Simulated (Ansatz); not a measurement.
# A geometry optimisation of C6H7Al with B3LYP-D3(BJ)/def2-SVP

The starting geometry of this gas-phase singlet was optimised with GFN2-xTB; its bonds are those of `C#C[CH](C#C)[AlH][CH3]`.

```yaml
atoms:
  - { symbol: C, position_ang: [-2.3124, -0.2972, -0.0042] }
  - { symbol: C, position_ang: [-1.2907, -0.2464, 0.6260] }
  - { symbol: C, position_ang: [-0.0331, -0.1592, 1.3388] }
  - { symbol: C, position_ang: [0.4141, -1.4429, 1.8338] }
  - { symbol: C, position_ang: [0.8100, -2.5008, 2.2405] }
  - { symbol: C, position_ang: [3.1128, -0.2867, -0.2696] }
  - { symbol: Al, position_ang: [1.1941, 0.2154, -0.2436] }
  - { symbol: H, position_ang: [-3.2260, -0.3523, -0.5171] }
  - { symbol: H, position_ang: [-0.1265, 0.5460, 2.1741] }
  - { symbol: H, position_ang: [1.1384, -3.4282, 2.6047] }
  - { symbol: H, position_ang: [0.4653, 0.8795, -1.4315] }
  - { symbol: H, position_ang: [3.2721, -1.3486, -0.4914] }
  - { symbol: H, position_ang: [3.6844, 0.2765, -1.0153] }
  - { symbol: H, position_ang: [3.5897, -0.1073, 0.7023] }
```

Task: Predict what becomes of its bonds when it is optimised with B3LYP-D3(BJ)/def2-SVP.

Result: It rearranges, giving a structure given below by its coordinates. Contacts that open: C3–Al7 (2.04 → 2.75 Å). Contacts that close: C1–Al7 (3.55 → 2.00 Å), C2–Al7 (2.67 → 2.24 Å).

The energy falls by 0.68 eV over 38 steps:

| step | E − E(last) (eV) |
| --- | --- |
| 1 | 0.679 |
| 5 | 0.511 |
| 9 | 0.509 |
| 13 | 0.484 |
| 17 | 0.401 |
| 22 | 0.287 |
| 26 | 0.137 |
| 30 | 0.005 |
| 34 | 0.000 |
| 38 | 0.000 |

Final geometry (Å):

```
atom    x (Å)    y (Å)    z (Å)
   C  -1.0205  -0.2572  -0.6975
   C  -0.8914  -0.4043   0.5786
   C  -0.3372  -0.3412   1.8080
   C   0.4288  -1.3957   2.3846
   C   1.1020  -2.2732   2.8863
   C   2.3718  -0.6158  -0.7260
  Al   0.8069   0.5362  -0.5318
   H  -1.8412  -0.5256  -1.3627
   H  -0.5701   0.5248   2.4430
   H   1.6914  -3.0549   3.3266
   H   0.8573   2.1004  -0.3016
   H   2.0943  -1.6492  -0.9881
   H   3.0679  -0.2413  -1.4962
   H   2.9321  -0.6551   0.2246
```

The end wasn't checked by frequencies. Run with Ansatz 0.2.0, 5.2 min on 2 threads of Intel(R) Xeon(R) Processor @ 2.50GHz (Skylake/Cascade Lake) (shared host).
